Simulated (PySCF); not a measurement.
Geometry (Å), atoms numbered from 1 in this order:
```xyz
6

Ga    0.679    1.184    0.001
H     2.226    1.035    0.044
H    -0.213    2.457   -0.038
N    -0.247   -0.407   -0.014
C    -0.835   -1.447   -0.003
S    -1.611   -2.823    0.010
```

Geometry: PBE0-D3(BJ)/def2-SVP; GIAO absolute shieldings from PySCF 2.14.0 with density-fitted response routines, gas phase, non-relativistic, averaged over equivalent atoms.

At PBE/pcSseg-1 (pcSseg-2 on Ga) (131 basis functions, 16 s wall time on 1 thread of an Arm Neoverse N1, shared host):
```
atoms  σ (ppm)
  Ga1   1329.0
H2/H3    25.50
   N4     93.2
   C5     33.1
   S6    667.8
```

Q: What do these become at B3LYP/pcSseg-1 (pcSseg-2 on Ga)?

A: 
```csv
atoms,σ at B3LYP/pcSseg-1 (pcSseg-2 on Ga),change
Ga1,1368.7,+39.7
H2/H3,25.93,+0.43
N4,97.7,+4.5
C5,24.0,-9.1
S6,681.9,+14.1
```

The largest change is at Ga1 (Ga bonded to N, 2 H). Cost: 131 basis functions, 11 s wall time on 1 thread of an Arm Neoverse N1, shared host.

Relativistic effects, spin–orbit coupling among them, are left out; they matter for Ga and for the light atoms bonded to it.
